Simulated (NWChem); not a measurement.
Species: Si2H6O3; SMILES O[SiH](O)[SiH2]O

```xyz
11

O      0.9110    -1.7386    -0.5521
Si    -0.6346    -1.2898    -0.0364
Si    -0.1060     0.9334     0.4770
O      1.5563     0.8810     0.5054
O     -0.7365     1.8736    -0.7445
H      1.0467    -2.6416    -0.8543
H     -1.6490    -1.4913    -1.1191
H     -1.0689    -2.1192     1.1355
H     -0.5413     1.4757     1.7966
H      1.8925     0.1106     0.0234
H     -0.6040     2.8240    -0.6678
```
Atoms are numbered in this order, from 1.

Program: NWChem. Pople sets run with spherical d functions. Coordinates come from a PBE0/def2-SVP optimisation. Atomic charges in e: unrestrained fits to the electrostatic potential beside Mulliken populations; buried atoms are poorly determined by the fit.

### Question
What does the run give for Hartree-Fock/6-31G*? Quantities: ESP O1; Mulliken O1; ESP Si2; Mulliken Si2; ESP Si3; Mulliken Si3; ESP O4; Mulliken O4; ESP O5; Mulliken O5; relative RMS misfit of the potential (%).

### Answer
| Quantity | Result |
|---|---|
| ESP O1 | -0.73 |
| Mulliken O1 | -0.94 |
| ESP Si2 | 0.51 |
| Mulliken Si2 | 0.72 |
| ESP Si3 | 0.95 |
| Mulliken Si3 | 1.08 |
| ESP O4 | -0.74 |
| Mulliken O4 | -0.92 |
| ESP O5 | -0.84 |
| Mulliken O5 | -0.90 |
| relative RMS misfit of the potential (%) | 25 |
